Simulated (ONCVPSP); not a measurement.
## K (Z = 19): one change to an ONCV potential, before and after

potassium, optimised norm-conserving Vanderbilt (ONCV), made with ONCVPSP 4.0.1 (PBEsol, scalar-relativistic). Core [Ar], reference 4s0.5 (charge +0.5). Waves: 4s: rc 4.00 bohr, ncon 3, nbas 6, qcut 1.5 1/bohr, 1 projector; p scattering state at 0.02 Ha: rc 3.85 bohr, ncon 3, nbas 7, qcut 2.3 1/bohr, 3 projectors, debl 3.1 Ha; d scattering state at 0.44 Ha: rc 3.25 bohr, ncon 4, nbas 8, qcut 3 1/bohr, 2 projectors, debl 3.5 Ha. Local part: polynomial inside 3.20 bohr (lpopt 3, dvloc0 2 Ha). Core correction: Teter function, fcfact 2.5, rcfact 1.7.

In the p channel the program set the typed energies aside and used 0.050, 3.150, 6.250 Ha. In the d channel the program set the typed energies aside and used -0.055, 3.445 Ha.

All-electron outer shells of the reference configuration (PBEsol, scalar-relativistic, ld1.x):

| shell | level (eV) | outermost node (bohr) | outermost maximum (bohr) |
| --- | --- | --- | --- |
| 4s | -4.20 | 1.58 | 3.88 |

Change: core correction Teter function, fcfact 4.6, rcfact 1.7.

Cutoffs: the cutoffs (Ha) at which the residual kinetic energy of the hardest occupied pseudo-wave falls to 1 and 0.1 mHa per electron; they do not see the model core or the augmentation charge, which bear on the density cutoff. Errors are all-electron minus pseudo energies relative to the spin-unpolarised reference configuration.

Problem. How do hardness, ghosts and transferability respond?

Solution. The potential gets neither clearly harder nor softer (1.0 Ha and 4.5 Ha → 1.0 Ha and 4.5 Ha); the number of tests with a reliable result goes from 4 to 3; of the 3 tests that both files solve, the error grows in 3 and shrinks in 0 by more than 15 % and 0.3 meV (median size 6.1 → 20.5 meV); neither file shows a bound ghost. A model core, the more so a compact one, raises the density cutoff, which this test does not measure.

```csv
quantity,base,changed
"cutoff, loose",1.0 Ha,1.0 Ha
"cutoff, tight",4.5 Ha,4.5 Ha
bound ghosts,none,none
GHOST(+) flags under 300 eV,"p at 90.8 eV, p at 154.4 eV","p at 90.8 eV, p at 154.4 eV"
tests with a reliable result,4 of 4,3 of 4
"error for 4s1, meV [ΔE -1.62 eV]",-23,-36
"error for 3d1 4s0, meV [ΔE 0.79 eV]",-4.7,-20
"error for 3d0.5 4s0.5, meV [ΔE -0.41 eV]",-6.1,-9.9
s: phases at 4.06 bohr within 0.05 rad from the reference energy up to (Ha; the scan ends near 5),0.3,0.3
p: phases at 3.92 bohr within 0.05 rad from the reference energy up to (Ha; the scan ends near 5),0.4,0.4
d: phases at 3.29 bohr within 0.05 rad from the reference energy up to (Ha; the scan ends near 5),0.0,0.0
"rms error of d²Exc/dni dnj with the model core, mHa",4.78,13.81
```

Base: The cutoffs count occupied waves only; projector 3 of the p channel, the hardest unoccupied one, needs 42 Ha at the loose tolerance. Changed file: The cutoffs count occupied waves only; projector 3 of the p channel, the hardest unoccupied one, needs 42 Ha at the loose tolerance.
